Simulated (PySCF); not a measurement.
Ionisation energy of In by level of theory

In [Kr] 4d10 5s2 5p1 (2P) → In⁺ [Kr] 4d10 5s2 (1S), as a difference of total energies. Computed with PySCF 2.14 in def2-TZVP with the def2 core potential (28 electrons) (6s5p3d2f, 50 functions), with scalar relativity through the core potential. Correlated levels: valence: 4s2 4p6 4d10 frozen. The calculations carry no spin-orbit coupling.

```json
{"method": "UHF", "ionisation energy (eV)": "5.219"}
{"method": "M06-L", "ionisation energy (eV)": "5.314"}
{"method": "PBE", "ionisation energy (eV)": "5.583"}
{"method": "MP2 (valence)", "ionisation energy (eV)": "5.396"}
{"method": "SCS-MP2 (valence)", "ionisation energy (eV)": "5.379"}
{"method": "CCSD (valence)", "ionisation energy (eV)": "5.452"}
{"method": "CCSD(T) (valence)", "ionisation energy (eV)": "5.472"}
```

Problem. How much does correlation contribute at CCSD(T) (valence)?

Solution. 5.472 − (5.219) = 0.253 eV, measured against UHF.

Errors of the correlated levels include the incompleteness of this basis and the frozen core.

For comparison: 5.603 eV (measured; NIST levels, between the centres of gravity of the two terms).
